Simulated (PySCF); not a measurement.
Compound: C₆H₁₀N₂Si.
Structure used (PBE0-D3(BJ)/def2-SVP), in Å, numbered top down from 1:
```xyz
19
C6H10N2Si angstrom
C      1.500   -1.924    0.487
C      1.301   -0.608    0.395
C      0.626    0.083   -0.754
C     -0.523    0.939   -0.335
C     -0.737    2.290   -0.468
N     -1.944    2.650    0.067
C     -2.459    1.543    0.523
N     -1.649    0.448    0.315
Si    -2.029   -1.206    0.856
H      1.176   -2.606   -0.307
H      1.998   -2.368    1.353
H      1.632    0.046    1.211
H      1.349    0.745   -1.259
H      0.312   -0.664   -1.504
H     -0.073    3.017   -0.936
H     -3.428    1.450    1.015
H     -3.502   -1.194    1.073
H     -1.332   -1.545    2.125
H     -1.663   -2.167   -0.219
```

Theory: TDDFT CAM-B3LYP/def2-SVPD, vertical, gas phase, core orbitals frozen in the response in PySCF.

Kohn–Sham orbitals with the atoms that hold most of them (Löwdin shares over 4%, at most four atoms; ? is withheld):

```tsv
orbital	ε (eV)	atoms
HOMO-3	-9.44	N6 26%, N8 24%, C5 9%, C7 7%
HOMO-2	-9.27	C1 21%, N6 21%, C2 20%, N8 10%
HOMO-1	-9.11	?
HOMO	-7.79	?
LUMO	0.69	C1 22%, C2 19%, Si9 14%, H10 5%
LUMO+1	0.99	Si9 38%, H18 9%, H19 8%, H17 5%
LUMO+2	1.19	Si9 30%, C2 10%, H17 9%, H18 8%
```

Q: Which atoms hold the HOMO-1, and with what shares?

A: N6 (bonded to 2 C) 50%; C1 (bonded to C and 2 H) 10%; C2 (bonded to 2 C and H) 9%; C5 (bonded to C, N and H) 8%. By element: nitrogen 50% or more, carbon 28% or more.

Q: Give the leading atoms of the HOMO.

A: C4 (bonded to 2 C and N) 27%; C5 (bonded to C, N and H) 23%; C7 (bonded to 2 N and H) 20%; N6 (bonded to 2 C) 9%. By element: carbon 70% or more, nitrogen 9% or more.

Q: How does S1 compare with the orbital gap of 8.49 eV?

A: S1 is at 5.86 eV (f = 0.064), 2.62 eV below the gap, made of HOMO→LUMO (86%), HOMO→LUMO+1 (10%). Without the coupling terms of the response equations the lowest excitation would equal the gap.

Next come S2 at 6.15 eV (f 0.120), HOMO→LUMO+3 (58%), HOMO→LUMO+1 (26%); S3 at 6.29 eV (f 0.045), HOMO→LUMO+2 (63%), HOMO→LUMO+1 (25%); S4 at 6.48 eV (f 0.0028), HOMO-1→LUMO+3 (51%), HOMO-2→LUMO+3 (13%), HOMO-1→LUMO+1 (10%); S5 at 6.70 eV (f 0.0064), HOMO→LUMO+1 (27%), HOMO→LUMO+2 (20%), HOMO→LUMO+3 (19%).

One conformer stands for the species.
